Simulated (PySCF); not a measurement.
H2AlO2, charge +1, singlet, geometry from GFN2-xTB (such geometries of metal compounds can be far from the true shape). Base run: B3LYP/6-31G in PySCF.

Input for PySCF:
```python
from pyscf import gto, scf, dft, solvent

mol = gto.Mole()
mol.atom = '''
    Al    0.001465    0.023031    0.006856
    O     1.183215    0.178497   -1.070694
    H     1.855245    0.693747   -1.530383
    O    -1.190777   -0.297418    1.035295
    H    -1.813787   -0.041783    1.724448
'''
mol.basis = '6-31g'
mol.charge = 1
mol.spin = 0
mol.verbose = 4
mol.build()

mf = dft.RKS(mol)
mf.xc = 'b3lyp'
mf.kernel()
```

The base run was repeated with changes; each row names its change, and settings that it needs were set with it.

| change | ΔE vs base (kcal/mol) | HOMO-LUMO gap (eV) |
|---|---|---|
| base | 0.000 | 6.38 |
| model = IEF-PCM; solvent = acetonitrile; r_probe = 0.5 | -55.01 | 6.51 |
| model = IEF-PCM; solvent = acetonitrile; vdw_scale = 1.4 | -59.51 | 6.52 |
| model = C-PCM; solvent = acetonitrile | [?] | 6.67 |
| model = IEF-PCM; solvent = dimethylsulfoxide | [?] | 6.67 |
| model = IEF-PCM; solvent = tetrahydrofuran | [?] | [?] |
| model = IEF-PCM; solvent = acetonitrile; vdw_scale = 1.1 | -82.0 | 6.81 |
| model = IEF-PCM; solvent = acetonitrile; vdw_scale = 1.0 | -97.2 | 7.02 |
| model = COSMO; solvent = acetonitrile | -71.0 | 6.67 |
| model = IEF-PCM; solvent = water | -73.1 | 6.68 |
| model = IEF-PCM; solvent = acetonitrile | -71.9 | 6.67 |
| model = IEF-PCM; solvent = acetonitrile; lebedev_order = 11 | -71.7 | 6.66 |

Question: Fill in the missing entries.

Answer: 
- model = C-PCM; solvent = acetonitrile, ΔE vs base (kcal/mol): -72.0
- model = IEF-PCM; solvent = dimethylsulfoxide, ΔE vs base (kcal/mol): -72.4
- model = IEF-PCM; solvent = tetrahydrofuran, ΔE vs base (kcal/mol): -63.5
- model = IEF-PCM; solvent = tetrahydrofuran, HOMO-LUMO gap (eV): 6.62

The base is the gas phase, so ΔE is the electrostatic part of solvation at a fixed geometry, without cavity and dispersion terms.
